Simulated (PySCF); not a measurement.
# C$_{8}$H$_{9}$F: full NMR table

* Formula: C8H9F
* SMILES: CCc1cccc(F)c1
* InChI: InChI=1S/C8H9F/c1-2-7-4-3-5-8(9)6-7/h3-6H,2H2,1H3
* Point group of the computed structure: C1
* Degrees of unsaturation: 4
* Carbon signals: 8
* Proton signals: 6

Structure with atom numbers: `[CH3:1][CH2:2][c:3]1[cH:4][cH:5][cH:6][c:7]([F:8])[cH:9]1`; H(Xn) means a hydrogen on atom n.

Level of theory: structure optimised with GFN2-xTB, shieldings: GIAO PBE0/pcSseg-1, in PySCF 2.14.0 with density-fitted response routines (no relativistic terms, gas phase, averaged over atoms made equivalent by symmetry, fast rotation or ring inversion, single conformer).

Chemical shifts δ = σref − σ; $^{1}$H (σref 31.72), $^{13}$C (σref 186.93) against TMS; $^{19}$F (σref 170.95) against CFCl3, all at this level.

| carbon | δC, type | δH (multiplicity) | HMBC from (2–3 bonds) | span of the C tensor (ppm) |
| --- | --- | --- | --- | --- |
| C1 | 22.3, CH3 | 1.22 (t) | H(C2) | 32 |
| C2 | 35.1, CH2 | 2.65 (q) | H(C4), H(C9), H(C1) | 35 |
| C3 | 154.2, C | – | H(C5), H(C4), H(C9), H(C2), H(C1) | 231 |
| C4 | 128.3, CH | 7.20 (d) | H(C5), H(C6), H(C9), H(C2) | 210 |
| C5 | 135.9, CH | 7.58 (m) | H(C4), H(C6) | 231 |
| C6 | 118.2, CH | 7.18 (m) | H(C5), H(C4), H(C9) | 185 |
| C7 | 173.3, C | – | H(C5), H(C6), H(C9) | 156 |
| C9 | 120.5, CH | 7.17 (m) | H(C4), H(C6), H(C2) | 172 |

Other nuclei:
| atoms | nucleus | environment | δ (ppm) | σ (ppm) |
| --- | --- | --- | --- | --- |
| F8 | $^{19}$F | aryl fluorine | -115.7 | 286.7 |

Carbon types of the structure: 2 × C, 4 × CH, 1 × CH2, 1 × CH3, which accounts for all hydrogens. δC 173.3: aromatic carbon bearing fluorine; σ withdrawal by the attached heteroatom moves it downfield of the ring CH carbons. δC 154.2: substituted aromatic carbon. δC 135.9, 128.3, 120.5, 118.2: aromatic CH. δH 7.58, 7.20, 7.18, 7.17: hydrogen on an aromatic CH; ring-current deshielding. δH 2.65: hydrogen on an sp3 CH2 on an aromatic ring; benzylic-type position, deshielded by the ring.

Splittings by $^{19}$F in the carbon and heteronuclear signals aren't shown, as no couplings were computed. Shifts are as computed. Against solution values, carbons near 30 ppm lie about +3 ppm off and those near 130 ppm about +5 ppm. Of 1211 compounds with measured shifts, 218 miss one by over three times the rms of a fit or turn the order of signals round; such compounds aren't used in these exercises. Unscaled 19F shifts against computed CFCl3 carry errors that often reach 10 to 50 ppm. No couplings were computed; multiplicities are counted from neighbouring protons, with m where these are inequivalent, close in shift, in a saturated or five-membered ring or joined by F or P, and br s for small geminal =CH2 splittings.
